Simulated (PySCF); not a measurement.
C$_{5}$H$_{9}$Br (SMILES CC(C)/C=C\Br), singlet, geometry from GFN2-xTB; DF-PBE/def2-SV(P) (PySCF).

PySCF was given this input:
```python
from pyscf import gto, scf, dft

mol = gto.Mole()
mol.atom = '''
    C    -1.58653669   -1.67341678   -0.04140791
    C    -1.34537402   -0.72196369   -1.21697968
    C    -1.99700989    0.63991802   -0.95999658
    C     0.12165239   -0.58443350   -1.52617318
    C     1.09892482   -0.11158794   -0.77207513
    Br    0.94228553    0.56176991    0.99367536
    H    -2.65412512   -1.83668796    0.08512234
    H    -1.10938495   -2.63400708   -0.22506364
    H    -1.19449334   -1.26258740    0.88389606
    H    -1.82056420   -1.15801812   -2.10278101
    H    -1.61277262    1.09474069   -0.05216165
    H    -3.07178552    0.51715228   -0.84955039
    H    -1.81002576    1.31464720   -1.79301182
    H     0.42248460   -0.92206849   -2.51088632
    H     2.12073363   -0.06621470   -1.11440639
'''
mol.basis = 'def2-sv(p)'
mol.verbose = 4
mol.max_memory = 1800
mol.build()

mf = dft.RKS(mol)
mf.xc = 'pbe'
mf = mf.density_fit(auxbasis='def2-universal-jkfit')
mf.kernel()
```

The log (banner, timings and long lists left out):

```
PySCF version 2.14.0

[INPUT] verbose = 4
[INPUT] num. atoms = 15
[INPUT] num. electrons = 74
[INPUT] charge = 0
[INPUT] spin (= nelec alpha-beta = 2S) = 0
[INPUT] symmetry False subgroup None
[INPUT] Mole.unit = angstrom
[INPUT] Symbol           X                Y                Z      unit          X                Y                Z       unit  Magmom
[...]
nuclear repulsion = 407.983394546623
number of shells = 60
number of NR pGTOs = 230
number of NR cGTOs = 120
basis = def2-sv(p)
ecp = {}

******** <class 'pyscf.df.df_jk.DFRKS'> ********
method = DFRKS
initial guess = minao
damping factor = 0
level_shift factor = 0
DIIS = <class 'pyscf.scf.diis.CDIIS'>
diis_start_cycle = 1
diis_space = 8
diis_damp = 0
SCF conv_tol = 1e-09
SCF conv_tol_grad = None
SCF max_cycles = 50
direct_scf = False
XC library pyscf.dft.libxc version 7.1.2
    S. Lehtola, C. Steigemann, M. J. T. Oliveira, and M. A. L. Marques,  SoftwareX 7, 1–5 (2018)
XC functionals = pbe
    J. P. Perdew, K. Burke, and M. Ernzerhof,  Phys. Rev. Lett. 77, 3865 (1996)
    J. P. Perdew, K. Burke, and M. Ernzerhof,  Phys. Rev. Lett. 78, 1396 (1997)
    J. P. Perdew, K. Burke, and M. Ernzerhof,  Phys. Rev. Lett. 77, 3865 (1996)
    J. P. Perdew, K. Burke, and M. Ernzerhof,  Phys. Rev. Lett. 78, 1396 (1997)
radial grids:
    Treutler-Ahlrichs [JCP 102, 346 (1995); DOI:10.1063/1.469408] (M4) radial grids

becke partition: Becke, JCP 88, 2547 (1988); DOI:10.1063/1.454033
pruning grids: <function nwchem_prune>
grids dens level: 3
symmetrized grids: False
atomic radii adjust function: <function treutler_atomic_radii_adjust>
small_rho_cutoff = 0
Set gradient conv threshold to 3.16228e-05
Initial guess from minao.
tot grids = 179288
init E= -2768.1747992773
[...]
cycle= 1 E= -2768.85931349433  delta_E= -0.685  |g|= 0.549  |ddm|= 3.93
[...]
cycle= 2 E= -2768.7186453846  delta_E= 0.141  |g|= 0.881  |ddm|= 1.67
[...]
cycle= 3 E= -2768.93121457751  delta_E= -0.213  |g|= 0.186  |ddm|= 1.25
[...]
cycle= 4 E= -2768.94043210139  delta_E= -0.00922  |g|= 0.0661  |ddm|= 0.272
[...]
cycle= 5 E= -2768.9414771015  delta_E= -0.00105  |g|= 0.0171  |ddm|= 0.0821
[...]
cycle= 6 E= -2768.94154902408  delta_E= -7.19e-05  |g|= 0.0072  |ddm|= 0.03
[...]
cycle= 7 E= -2768.94156097901  delta_E= -1.2e-05  |g|= 0.00161  |ddm|= 0.0101
[...]
cycle= 8 E= -2768.94156166741  delta_E= -6.88e-07  |g|= 0.000306  |ddm|= 0.00218
[...]
cycle= 9 E= -2768.94156169065  delta_E= -2.32e-08  |g|= 8.83e-05  |ddm|= 0.00043
[...]
cycle= 10 E= -2768.94156169245  delta_E= -1.8e-09  |g|= 1.87e-05  |ddm|= 0.000109
[...]
cycle= 11 E= -2768.94156169252  delta_E= -7.46e-11  |g|= 3.93e-06  |ddm|= 2.77e-05
[...]
Extra cycle  E= -2768.9415616925  delta_E= 2.27e-11  |g|= 4.97e-06  |ddm|= 1.25e-05
converged SCF energy = -2768.9415616925
```
